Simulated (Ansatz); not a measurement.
Reaction (formal exchange of groups at a C–O bond): `CC(O)O[SiH3]` + BH₃ → `BC(C)O[SiH3]` + H₂O

Isolated molecules relaxed with PBE0-D4/def2-TZVP in Ansatz; ΔE leaves out vibrations. CCSD(T)/CBS adds triple-zeta CCSD(T) − MP2 to the extrapolated MP2 energy (def2 sets, frozen cores). This one scheme is used for every species. Functionals use def2-TZVPP. One conformer a species, not always the lowest.

Problem. Is it downhill or uphill in electronic energy at CCSD(T)/CBS, and by how much? (Best estimate.)

Solution. Ansatz gave: Downhill: ΔE = -10.3 kcal/mol.

Problem. What do these levels give: PBE-D4, ωB97X-V, SCS-MP2/def2-TZVPP, CCSD/def2-TZVPP, CCSD(T)/def2-TZVPP, CCSD/CBS(def2)? (Estimate.)

Solution. Ansatz gave: PBE-D4 -10.5, ωB97X-V -8.0, SCS-MP2/def2-TZVPP -8.4, CCSD/def2-TZVPP -8.6, CCSD(T)/def2-TZVPP -8.8, CCSD/CBS(def2) -10.1 kcal/mol.

Largest T1 diagnostic among the species: 0.011.

The D4 term adds −0.8 kcal/mol with B3LYP and −0.5 kcal/mol with PBE0; it sums over pairs of atoms, weighted by their polarisabilities, and B3LYP, whose exchange is more repulsive, gets the larger term. In def2-TZVPP, CCSD(T) changes the Hartree–Fock value by −4.2 kcal/mol (the triples alone add −0.2 kcal/mol) and MP2 by −5.2 kcal/mol.

B3LYP here is the variant with VWN-RPA as its local correlation; programs differ in this.
